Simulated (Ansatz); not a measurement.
```xyz
8

Ga   -0.7404    1.3422    1.0083
O    -0.2109    0.5851   -0.5147
Ge    0.5514   -0.9784   -0.8388
H    -1.3737    2.7548    0.8341
H    -0.5133    0.5203    2.3205
H     0.7497   -1.7481    0.4844
H     1.9094   -0.7101   -1.5100
H    -0.3723   -1.7659   -1.7837
```

The species carries charge 0 and has multiplicity 1.

(1) List the PBE0/def2-TZVPP orbital energies in eV (Ansatz 0.2.0). (Estimate.)

## Answers

(1) Computed: Occupied: -10860.09, -10147.21, -1358.31, -1253.05, -1208.13, -1208.12, -1208.12, -1109.25, -1109.12, -1109.12, -522.15, -171.09, -151.38, -120.90, -120.87, -120.86, -104.42, -104.11, -104.08, -33.87, -33.72, -33.71, -33.65, -33.64, -26.44, -23.45, -23.39, -23.34, -23.22, -22.94, -15.43, -12.76, -10.50, -10.33, -10.25, -8.94, -8.40, -8.19. Lowest empty: -1.25, -0.02, 0.95, 1.45, 1.92, 1.95, 2.10, 3.62.
